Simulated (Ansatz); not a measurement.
Gas-phase electronic energies from Ansatz, PBE0-D4/def2-TZVP geometries. CBS: MP2 limit from def2 TZ/QZ plus the TZ coupled-cluster correction, frozen cores. This one scheme is used for every species, atoms too. Functionals use def2-TZVPP. B3LYP here is the variant with VWN-RPA as its local correlation; programs differ in this. HSE06 is defined as in plane-wave codes. No spin–orbit coupling; open shells (•) take unrestricted orbitals. Spin–orbit coupling would lower the free atoms: a little for C, O. For Zn outer-core shells are correlated without core-valence functions, so the limit isn't a true one: a few kJ/mol of doubt a bond, and 10 to 20 or more in all where bonds break to atoms. Scalar relativity is left out up to krypton. One conformer a species, not always the lowest.

`CC(C)[O][Zn][O]C(C)C` → 6 C• + 14 H• + 2 O• + Zn (atom)  (atomization)

`CC(C)[O][Zn][O]C(C)C`:

```xyz
23

C    -1.484   -1.392   -1.685
C    -1.269   -2.341   -0.519
C    -2.375   -2.216    0.512
O    -0.002   -2.163    0.061
Zn    0.491   -0.637    0.814
O     1.070    0.776    1.712
C     1.601    1.908    1.074
C     2.874    1.573    0.317
C     0.574    2.570    0.172
H    -0.667   -1.483   -2.404
H    -1.517   -0.355   -1.328
H    -2.426   -1.593   -2.202
H    -1.279   -3.370   -0.909
H    -2.194   -2.894    1.349
H    -3.355   -2.447    0.084
H    -2.416   -1.191    0.903
H     1.857    2.615    1.877
H     3.591    1.083    0.978
H     3.342    2.468   -0.103
H     2.652    0.893   -0.516
H     0.321    1.907   -0.666
H    -0.340    2.783    0.730
H     0.950    3.506   -0.250
```

Task: What is ΔE at CCSD(T)/CBS? (Best estimate.)

Result: The calculation gave: +2113.8 kcal/mol.

Task: What do these levels give: LDA (SPW92), PBE-D4, HSE06-D4, CAM-B3LYP-D4, B3LYP, CAM-B3LYP? (Best estimate.)

Result: Computed: LDA (SPW92) 2421.4, PBE-D4 2154.2, HSE06-D4 2122.1, CAM-B3LYP-D4 2121.7, B3LYP 2087.6, CAM-B3LYP 2111.5 kcal/mol.

Largest T1 diagnostic among the species: 0.017.

In def2-TZVPP, CCSD(T) changes the Hartree–Fock value by +513.5 kcal/mol (the triples alone add +29.4 kcal/mol) and MP2 by +546.9 kcal/mol; breaking electron pairs costs correlation energy, which Hartree–Fock lacks. From r2SCAN to r2SCAN0 (25 % exact exchange), in def2-TZVPP and without D4, ΔE moves by −29.4 kcal/mol: exact exchange takes away binding that semilocal exchange gives to molecules.

For atomizations the MP2-based limit and the directly extrapolated one differ by several kJ/mol either way, and by 10 to 25 for some Ge, Se and Sn compounds, so smaller differences from it don't rank the levels.
